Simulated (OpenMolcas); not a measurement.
Re6+ (d1) among equal point charges was computed by CASSCF with the d shell active (OpenMolcas, ANO-RCC-VDZP on the metal). Its lowest spin-free states, and all those of the highest spin:

```csv
2S+1,Degeneracy,E (cm-1)
2,2,0.0
2,1,5113
2,1,7428
2,1,19125
```

**Question.** Is the site octahedral, tetrahedral or cube-like, axial, or of lower symmetry?

**Answer.** The states with 2S+1 = 2 have orbital degeneracies 2, 1, 1, 1. There are pairs but no triples, so the site is axial: not cubic, but with a proper or improper axis of order three or more. The run had Re6+ among 6 point charges of -1.7 e arranged as a tetragonal octahedron (D4h), 1.78 Å from the ion, with the axial distance 2.065 Å.

An orbital doublet at a regular site is open to a Jahn-Teller distortion, which this geometry leaves out. Point charges carry no covalency, so the field is a model and not that of real ligands. No measured value stands beside these numbers.
